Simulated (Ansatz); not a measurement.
Wavefunction ladder for CH7BGeO, SMILES `B[CH](O)[GeH3]`

```xyz
11

B    -0.784   -0.990   -0.681
C     0.562   -0.733   -0.079
O     0.901   -1.254    1.155
Ge   -0.218    1.245    0.102
H    -1.674   -1.457   -0.035
H    -0.956   -0.629   -1.812
H     1.417   -0.512   -0.725
H     1.716   -0.851    1.467
H     0.500    1.667    1.394
H     0.268    2.091   -1.083
H    -1.731    1.422    0.296
```

Charge 0, multiplicity 1. Correlated methods include outer-core shells of Ge, which these sets cover unevenly. Scalar relativity is left out up to krypton. Geometry: relaxed with PBE0-D4/def2-TZVP. It is one conformer, not always the lowest. Frozen core, restricted reference, the Gaussian-basis code of Ansatz.

```tsv
basis	HF (Eh)	MP2 corr.	CCSD corr.	(T)	CCSD(T) total
def2-SVP	-2216.43097	-0.65720	-0.69735	-0.02022	-2217.14854
def2-TZVPP	-2216.86284	-0.79115	-0.82628	-0.03157	-2217.72069
def2-QZVPP	-2216.91164	-1.09195	–	–	–
```
